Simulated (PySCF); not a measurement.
Dipole moment and polarisability of `CCc1csc(Cl)p1`

Compound: C5H6ClPS.
Geometry (GFN2-xTB, Å), atoms numbered from 1 in this order:
```
atom  x, y, z in Å
C1    -1.8567   -0.9061    0.2751
C2    -1.2281    0.2440   -0.5093
C3     0.2478    0.3159   -0.2480
C4     0.8128    1.3019    0.4851
S5     2.5106    1.2475    0.7481
C6     2.7124   -0.2189   -0.1516
Cl7    4.3006   -0.8591   -0.2823
P8     1.3377   -0.9547   -0.8645
H9    -1.3860   -1.8476   -0.0032
H10   -1.7205   -0.7552    1.3437
H11   -2.9215   -0.9723    0.0659
H12   -1.6974    1.1882   -0.2257
H13   -1.3974    0.0840   -1.5767
H14    0.2851    2.1319    0.9213
```

Level: CAM-B3LYP/def2-SVPD (PySCF), static field, nuclei fixed, core orbitals frozen in the response. The polarisability tensor in these axes (au):

```
x   148.47  -0.30   6.05
y    -0.30 107.34  17.57
z     6.05  17.57  88.83
```

Task: What are the eigenvalues, a third of the trace, and Δα (Δα² = ½Σ(αi − αj)² over the three pairs)?

Result: Principal values 77.83, 117.68 and 149.14 au; mean 114.88 au = 17.02 Å³ = 18.94 × 10⁻⁴⁰ C²·m²/J; Δα = 61.90 au (54 % of the mean).

Task: What is the dipole moment, and where does it point?

Result: (-2.11, 1.30, 0.59) D, 2.55 D in size, pointing from the negative to the positive side. Measured along this direction, the outermost atoms are Cl7 at the negative end and H12 and H11 at the positive end.

Task: What molar refraction does this α imply?

Result: Lorentz–Lorenz: R = (4π/3)N_A α = 2.5225 cm³/(mol·Å³) × 17.02 Å³ = 42.9 cm³/mol, in the limit of long wavelengths.

Task: Sum over states: ᾱ = Σ f/ω², ω in Eh. What share falls to these 8 lowest TDDFT singlets (eV, f)? 4.63, 0.1180; 4.90, 0.0882; 5.31, 0.0076; 5.47, 0.0005; 5.83, 0.0004; 6.12, 0.1041; 6.13, 0.0049; 6.13, 0.0061.

Result: They add up to 9.29 au, 8.1 % of the 114.88 au; the largest single term is 4.08 au, from the state at 4.63 eV. Terms in order: 4.08, 2.72, 0.20, 0.01, 0.01, 2.06, 0.10, 0.12 au. Higher excitations give the rest. The strengths listed sum to 0.330.

Task: Orientational against electronic polarisability at 400 K (dilute gas, rigid molecules)?

Result: In Gaussian units μ²/3kT = 39.34 Å³ against 17.02 Å³, a ratio of 2.31; the Debye molar polarisation (4π/3)N_A(α + μ²/3kT) is 142.2 cm³/mol, leaving out the vibrational part.

Task: Give the principal axes and the span of the nuclei along them.

Result: Largest value along (0.99, 0.04, 0.11), where the nuclei span 7.14 Å; middle along (-0.09, 0.86, 0.50), 3.73 Å; least along (-0.08, -0.51, 0.86), 2.95 Å. The response follows the extents in order.

Task: Refractivity n − 1 of an ideal gas of it at 273.15 K and 1 atm, from the electronic α?

Result: N = p/kT = 2.6868 × 10¹⁹ cm⁻³, so n − 1 = 2π × N × 17.02 × 10⁻²⁴ cm³ = 2874 × 10⁻⁶ at long wavelengths, for an ideal gas.

The structure is a single GFN2-xTB conformer in the gas phase; no vibrational or solvent corrections.
